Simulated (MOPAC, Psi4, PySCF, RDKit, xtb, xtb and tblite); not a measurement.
Two geometries of SMILES CCc1ccc(OC)s1, relaxed at GFN2-xTB with one dihedral held; other torsions can differ between them too.

Structure A

```
19

C     -2.7115    -1.2455    -0.3674
C     -2.2643    -0.1450     0.5957
C     -0.8997     0.3618     0.2633
C      0.2774    -0.3114     0.2210
C      1.3882     0.4877    -0.1356
C      1.0454     1.7847    -0.3619
O      1.8960     2.7691    -0.7137
C      1.3413     4.0484    -0.8997
S     -0.6626     2.0394    -0.1381
H     -2.7314    -0.8702    -1.3880
H     -2.0282    -2.0896    -0.3257
H     -3.7083    -1.5919    -0.1054
H     -2.2648    -0.5416     1.6160
H     -2.9729     0.6843     0.5588
H      0.3621    -1.3606     0.4422
H      2.3956     0.1264    -0.2206
H      2.1665     4.7002    -1.1792
H      0.8754     4.4141     0.0218
H      0.5889     4.0403    -1.6957
```

Structure B

```
19

C     -2.7194    -1.2809    -0.3047
C     -2.2715    -0.1353     0.5947
C     -0.9069     0.3699     0.2581
C     -0.0316    -0.0240    -0.6979
C      1.1825     0.7057    -0.7085
C      1.2241     1.6644     0.2534
O      2.2513     2.5078     0.4764
C      2.0985     3.4291     1.5285
S     -0.2427     1.6846     1.1957
H     -2.7481    -0.9630    -1.3440
H     -2.0399    -2.1250    -0.2162
H     -3.7154    -1.6088    -0.0171
H     -2.2812    -0.4661     1.6384
H     -2.9863     0.6904     0.5161
H     -0.2292    -0.8192    -1.3931
H      1.9888     0.5307    -1.3953
H      3.0147     4.0155     1.5547
H      1.9592     2.9154     2.4858
H      1.2411     4.0881     1.3544
```

### Question
Which is lower in energy at the level B3LYP-D3(BJ)/def2-SVP // GFN2-xTB run with Psi4, and by how much?

### Answer
B is lower, by 0.69 kcal/mol (dihedral C1–C2–C3–S9: 120° in A, 180° in B).

E(B) − E(A) in kcal/mol at the other levels, on the same two geometries: GFN2-xTB (xtb and tblite) 0.19; MMFF94 // GFN2-xTB (RDKit) 1.04; B3LYP/def2-SVP // GFN2-xTB (Psi4) -0.65; PBE/def2-SVP // GFN2-xTB (Psi4) -0.64; PBE-D3(BJ)/def2-SVP // GFN2-xTB (Psi4) -0.65; UFF // GFN2-xTB (RDKit) 2.29; PM6, restricted, heats of formation // GFN2-xTB (MOPAC) 0.04; AM1, restricted, heats of formation // GFN2-xTB (MOPAC) 0.35; GFN1-xTB // GFN2-xTB (xtb) 0.40; restricted B3LYP/6-31G*, spherical d, density fitting // GFN2-xTB (PySCF) -0.52; restricted Hartree-Fock/3-21G, density fitting // GFN2-xTB (PySCF) -0.78; restricted MP2 (frozen core)/6-31G*, spherical d // GFN2-xTB (PySCF) -0.16; restricted Hartree-Fock/STO-3G // GFN2-xTB (PySCF) -0.45.
